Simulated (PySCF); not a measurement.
Predicted microwave data (PBE0/pcSseg-1 in PySCF (dipole) on a GFN2-xTB geometry, gas phase) for one isomer of C6H14O:

```
Rotational constants : A = 13511, B = 763.8, C = 743.1 MHz
Dipole components    : |μa| = 0.03 D, |μb| = 1.17 D, |μc| = 0.00 D
Inertial defect      : -18.92 u·Å²
κ                    : -1.00
```

Task: Which structure is it? (One computed conformer of each.)
A. `[CH3:1][CH2:2][CH2:3][O:4][CH2:5][CH2:6][CH3:7]` with C1–C2–C3–O4 -179°, C2–C3–O4–C5 -164°, C3–O4–C5–C6 -70°, O4–C5–C6–C7 -172°
B. `[CH3:1][CH2:2][CH2:3][O:4][CH:5]([CH3:6])[CH3:7]` with C1–C2–C3–O4 -179°, C2–C3–O4–C5 168°, C3–O4–C5–C6 73°
C. `[CH3:1][CH2:2][CH2:3][CH2:4][CH2:5][O:6][CH3:7]` with C1–C2–C3–C4 180°, C2–C3–C4–C5 180°, C3–C4–C5–O6 180°, C4–C5–O6–C7 180° (n-PeOMe)

Result: C. It is CCCCCOC, a near-prolate asymmetric top, point group Cs. The candidates at the same level (rigid rotor, commonest isotopes):

```tsv
SMILES	A (MHz)	B (MHz)	C (MHz)	μa (D)	μb (D)	μc (D)	Δ (u·Å²)	point group	rotor
CCCOC(C)C	6345	1102	994.2	0.00	0.84	0.74	-30.15	C1	near-prolate asymmetric top
CCCCCOC	13511	763.8	743.1	0.03	1.17	0.00	-18.92	Cs	near-prolate asymmetric top
CCCOCCC	8537	900.2	854.7	0.31	1.04	0.55	-29.32	C1	near-prolate asymmetric top
```

`CCCOCCC` has A 37 % too low; `CCCOC(C)C` has A 53 % too low. In the right answer the mirror of this Cs structure is the ab plane, so μc vanishes by symmetry (the 0.01 D computed is a residue). No structure here is proved a minimum.
